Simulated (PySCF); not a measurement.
Compound: C₂H₃FTe.
SMILES: `CC(F)=[Te]`

The calculation used PBE0-D3(BJ)/def2-SVP geometry optimisation, gas phase, def2 core potentials past Kr in PySCF.

Masses are those of the commonest isotopes; rigid-rotor values at the optimised geometry. 

Problem. What are A, B and C (GHz)?

Solution. Ia = 49.29, Ib = 234.27, Ic = 280.40 u·Å²; 505379 MHz·u·Å²/I gives 10254, 2157 and 1802 MHz, that is A = 10.254, B = 2.1572, C = 1.8023 GHz.

Problem. What kind of rotor is it?

Solution. A near-prolate asymmetric top: κ = (2 × 2157 − 10254 − 1802)/(10254 − 1802) = -0.92.

Problem. Is it planar, by Δ = Ic − Ia − Ib?

Solution. Not planar: Δ = Ic − Ia − Ib = -3.16 u·Å². For a rigid frame Δ = −2 Σ m c², so Σ m c² = 1.58 u·Å² lies off the ab plane, practically all of it from hydrogen. The atom farthest from that plane is 0.89 Å away.

Problem. Which lines would a microwave search look for?

Solution. The dipole components are |μa| = 1.74 D, |μb| = 1.50 D, |μc| = 0.00 D; the mirror of this Cs structure is the ab plane, so μc vanishes by symmetry and there are no c-type lines. Intensities carry the squares of the components, which stand as 1.00 : 0.75 (a : b). Some lines, for components of 0.1 D or more:

```tsv
type	branch	J(Ka,Kc)	MHz	lower level (cm⁻¹)
a	Q	1(1,0) ← 1(1,1)	355	0.402
a	Q	2(1,1) ← 2(1,2)	1065	0.654
a	R	1(0,1) ← 0(0,0)	3960	0.000
a	R	2(0,2) ← 1(0,1)	7908	0.132
a	R	2(1,1) ← 1(1,0)	8274	0.414
b	Q	1(1,0) ← 1(0,1)	8451	0.132
b	Q	2(1,1) ← 2(0,2)	8818	0.396
b	R	1(1,1) ← 0(0,0)	12056	0.000
b	R	2(1,2) ← 1(0,1)	15661	0.132
b	Q	2(2,1) ← 2(1,2)	25354	0.654
b	R	2(2,0) ← 1(1,1)	32929	0.402
```

Problem. Estimate the classical rotational partition function at 25 K, 100 K and 298.15 K.

Solution. Point group Cs, symmetry number σ = 1; q = (√π/σ)·√((kT/h)³/(ABC)), k/h = 20836.6 MHz/K: 3340 at 25 K, 26700 at 100 K, 137000 at 298.15 K.

Not checked by PBE0-D3(BJ)/def2-SVP frequencies. Constants of a rigid frame at the computed geometry: no zero-point averaging, no centrifugal distortion. A rigid rotor knows nothing of internal rotation, which can split or shift real lines.
